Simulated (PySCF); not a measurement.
Gas-phase reaction: 2 C₂F₆ + 2 CH₃ = 3 CH₂FCF₃

Computed with PySCF (xtb for GFN2) and rigid-rotor harmonic-oscillator thermochemistry at 1 bar. † marks an energy on the PBE0/def2-TZVP geometry and frequencies; other levels use their own. MP2 freezes the core. 6-31G* has spherical d functions here. Open shells (unrestricted): CH₃ (multiplicity 2); the rest are closed-shell singlets. GFN2 has no spin-polarisation term. MP2 isn't extrapolated to the basis-set limit; its ΔH°(298 K) is -301.6 kJ in def2-SVP and -332.1 kJ in def2-TZVPP. The harmonic model lacks anharmonicity and excited electronic states, which grow with temperature; levels with a mode under 35 cm⁻¹ are left out. Internal rotation in C₂F₆, CH₂FCF₃ is treated as a harmonic vibration of one conformer, which makes the entropy rough.

```
level               ΔE electronic, kJ  ΔH°(298 K), kJ  ΔS°(298 K), J/K  ΔG°(600 K), kJ
------------------  -----------------  --------------  ---------------  --------------
BLYP/def2-TZVP†                  -350            -314             -104            -248
GFN2-xTB                         -611            -581             -109            -513
HF/6-31G*                        -228            -183             -111            -112
M06-2X/def2-TZVP†                -369            -333             -104            -267
MP2/def2-SVP†                    -338            -302             -104            -236
PBE/def2-SVP                     -344            -309             -109            -240
PBE/def2-TZVP†                   -361            -325             -104            -259
PBE0/def2-TZVP                   -354            -318             -104            -252
LDA/def2-TZVP†                   -422            -386             -104            -320
ωB97M-V/def2-TZVP†               -365            -328             -104            -262
ωB97X-V/def2-TZVP†               -371            -335             -104            -269
```
ΔH° is lowest at GFN2-xTB and highest at HF/6-31G*. No reference value is set beside these.
